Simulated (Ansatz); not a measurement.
A nudged elastic band was laid between two geometries of BClH3N + H2S (9 atoms, charge 0, multiplicity 1).

Computed with RKS PBE0-D4/6-31G* (Ansatz 0.2.0).

```yaml
movable_images: 4
climbing_image: no
spring: 5.0 eV/Å²
optimiser: quadratic models (default)
start_path: through a guess of the saddle point
force_threshold: 0.05 eV/Å
iteration_limit: 60
end_points: relaxed
```

First end point:

```xyz
9
Properties=species:S:1:pos:R:3
B 0.116 -0.294 -0.124
Cl 0.090 -0.920 1.544
N 1.303 -0.308 -0.836
H 2.176 -0.649 -0.462
H 1.362 0.053 -1.776
H -0.900 0.112 -0.598
S 0.040 3.013 1.532
H 1.194 2.529 2.024
H -0.657 1.941 1.948
```

Last end point:

```xyz
9
Properties=species:S:1:pos:R:3
B 0.152 0.702 -0.521
Cl -0.426 -0.274 3.438
N 1.366 0.117 -0.860
H 1.418 -0.638 -1.527
H 2.258 0.367 -0.460
H -0.866 0.335 -1.023
S -0.025 2.058 0.697
H 1.270 2.209 1.039
H -0.423 0.601 2.471
```

Problem. Which bonds break or form, and what moves?

Solution. Bonds broken: B1–Cl2, S7–H9. Bonds formed: B1–S7, Cl2–H9. BClH3N + H2S becomes BH4NS + ClH.

Problem. Give the energies along the band, and the barrier.

Solution. The forces met the threshold. The highest image is number 3 of 0 to 5, 1.09 eV above the first end and 0.89 eV above the last; the last end lies 0.21 eV above the first. No image climbed, so the highest image needn't sit at the top of the path. The orbitals stay closed-shell, which can raise the energy where a bond breaks towards radicals; this wasn't checked here.

| image | path coordinate (Å) | energy (eV) | B1–Cl2 (Å) | S7–H9 (Å) | B1–S7 (Å) |
| --- | --- | --- | --- | --- | --- |
| 0 | 0.00 | 0.00 | 1.78 | 1.34 | 3.70 |
| 1 | 1.20 | 0.00 | 1.78 | 1.35 | 3.57 |
| 2 | 2.40 | 0.73 | 1.87 | 1.37 | 2.56 |
| 3 | 3.60 | 1.09 | 2.61 | 2.08 | 1.90 |
| 4 | 4.80 | 0.25 | 3.39 | 2.38 | 1.83 |
| 5 | 5.99 | 0.21 | 4.12 | 2.33 | 1.83 |

Problem. What is the geometry of the highest image?

Solution. 
```xyz
9
Properties=species:S:1:pos:R:3:forces:R:3
B 0.049 0.605 -0.154 0.04 0.60 -0.25
Cl -0.178 -0.666 2.117 -0.04 0.22 0.72
N 1.305 0.120 -0.553 0.01 0.10 -0.11
H 1.614 -0.839 -0.483 -0.35 -0.03 -0.43
H 1.960 0.739 -1.002 0.36 0.06 0.40
H -1.032 0.142 -0.336 0.05 -0.15 0.02
S -0.044 2.310 0.672 0.01 -0.12 -0.40
H 1.251 2.385 1.045 -0.03 0.04 -0.14
H -0.202 0.680 1.947 -0.05 -0.72 0.20
```

Run time: 110 s on 1 thread of AMD EPYC 9R45 96-Core Processor (Zen 5), with other jobs on the host, peak memory 0.17 GiB.
